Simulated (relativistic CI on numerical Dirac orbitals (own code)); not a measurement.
Pt⁺: 4d photoemission

Computed with this model: Dirac-Coulomb-Breit CI, separate exchange-only KLI orbitals for each configuration, model QED, valence Slater integrals scaled by 0.9, multiplet model of photoemission in the sudden approximation; configurations [Xe] 4f14 5d9 → [Kr] 4d9 4f14 5s2 5p6 5d9; 300 K; Lorentzian 2.45 eV and Gaussian 0.6 eV FWHM. Energies are those of the free ion, without screening or charge transfer. The energies are binding energies and can lie tens of eV above those of solids. S is read from ⟨S²⟩ = S(S + 1).

Field parameters in Wybourne normalisation: D4h B²₀ = −7Ds, B⁴₀ = 21(Dq − Dt), B⁴₄ = 21√(5/14) Dq. The field is a parameter set, without covalency.

Computed curve for D4h, 10Dq = 27100, Ds = 320, Dt = -460 cm⁻¹, scaled to 100 at the maximum (points under 2 are left out and the grid is thinned):

```json
{"Energy (eV)": "324.6", "Intensity": "2.1"}
{"Energy (eV)": "325.2", "Intensity": "2.3"}
{"Energy (eV)": "325.8", "Intensity": "2.7"}
{"Energy (eV)": "326.4", "Intensity": "3.1"}
{"Energy (eV)": "327.0", "Intensity": "3.6"}
{"Energy (eV)": "327.6", "Intensity": "4.2"}
{"Energy (eV)": "328.2", "Intensity": "5.1"}
{"Energy (eV)": "328.8", "Intensity": "6.2"}
{"Energy (eV)": "329.4", "Intensity": "7.8"}
{"Energy (eV)": "330.0", "Intensity": "10.0"}
{"Energy (eV)": "330.4", "Intensity": "12.1"}
{"Energy (eV)": "331.0", "Intensity": "16.7"}
{"Energy (eV)": "331.6", "Intensity": "24.2"}
{"Energy (eV)": "332.2", "Intensity": "37.1"}
{"Energy (eV)": "332.8", "Intensity": "58.4"}
{"Energy (eV)": "333.4", "Intensity": "85.3"}
{"Energy (eV)": "334.0", "Intensity": "100.0"}
{"Energy (eV)": "334.6", "Intensity": "88.7"}
{"Energy (eV)": "335.2", "Intensity": "64.7"}
{"Energy (eV)": "335.8", "Intensity": "43.7"}
{"Energy (eV)": "336.4", "Intensity": "29.3"}
{"Energy (eV)": "337.0", "Intensity": "20.6"}
{"Energy (eV)": "337.6", "Intensity": "15.5"}
{"Energy (eV)": "338.2", "Intensity": "12.2"}
{"Energy (eV)": "338.8", "Intensity": "9.8"}
{"Energy (eV)": "339.4", "Intensity": "8.0"}
{"Energy (eV)": "340.0", "Intensity": "6.6"}
{"Energy (eV)": "340.6", "Intensity": "5.6"}
{"Energy (eV)": "341.2", "Intensity": "4.9"}
{"Energy (eV)": "341.8", "Intensity": "4.4"}
{"Energy (eV)": "342.2", "Intensity": "4.2"}
{"Energy (eV)": "342.8", "Intensity": "4.0"}
{"Energy (eV)": "343.4", "Intensity": "4.0"}
{"Energy (eV)": "344.0", "Intensity": "4.0"}
{"Energy (eV)": "344.6", "Intensity": "4.2"}
{"Energy (eV)": "345.2", "Intensity": "4.6"}
{"Energy (eV)": "345.8", "Intensity": "5.2"}
{"Energy (eV)": "346.4", "Intensity": "6.1"}
{"Energy (eV)": "347.0", "Intensity": "7.4"}
{"Energy (eV)": "347.6", "Intensity": "9.4"}
{"Energy (eV)": "348.2", "Intensity": "12.7"}
{"Energy (eV)": "348.8", "Intensity": "18.2"}
{"Energy (eV)": "349.4", "Intensity": "27.7"}
{"Energy (eV)": "350.0", "Intensity": "43.5"}
{"Energy (eV)": "350.6", "Intensity": "62.6"}
{"Energy (eV)": "351.2", "Intensity": "70.1"}
{"Energy (eV)": "351.8", "Intensity": "58.0"}
{"Energy (eV)": "352.4", "Intensity": "39.3"}
{"Energy (eV)": "353.0", "Intensity": "25.1"}
{"Energy (eV)": "353.6", "Intensity": "16.7"}
{"Energy (eV)": "354.0", "Intensity": "13.2"}
{"Energy (eV)": "354.6", "Intensity": "9.7"}
{"Energy (eV)": "355.2", "Intensity": "7.5"}
{"Energy (eV)": "355.8", "Intensity": "5.9"}
{"Energy (eV)": "356.4", "Intensity": "4.7"}
{"Energy (eV)": "357.0", "Intensity": "3.9"}
{"Energy (eV)": "357.6", "Intensity": "3.2"}
{"Energy (eV)": "358.2", "Intensity": "2.7"}
{"Energy (eV)": "358.8", "Intensity": "2.3"}
{"Energy (eV)": "359.4", "Intensity": "2.0"}
```

The ground state has S = 0.50, and the centroid lies at 340.97 eV.
